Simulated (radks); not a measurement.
Results of a calculation; reference values are marked as such.
The mean radii <r> (bohr) of the occupied orbitals of an atom or ion are listed with their occupations. Code: a radial shooting solver on a logarithmic mesh with Libxc functionals. Model: non-relativistic Kohn-Sham, SCAN, spin-unpolarised, spherical densities, point nucleus; meta-GGA in the generalised Kohn-Sham scheme.

orbital  occ.      <r>
1s          2  0.04937
2s          2   0.2145
2p          5   0.1851

Name the element and its charge.

Answer. Z = 31, gallium, charge +22: Ga22+ in [He] 2s2 2p5. The 1s radius gives Z: for a bare nucleus <r> = 1.5/Z, 0.04839 bohr for Z = 31, and screening makes it slightly larger (0.04937 here). The occupations add up to 9, and the charge is Z minus that.
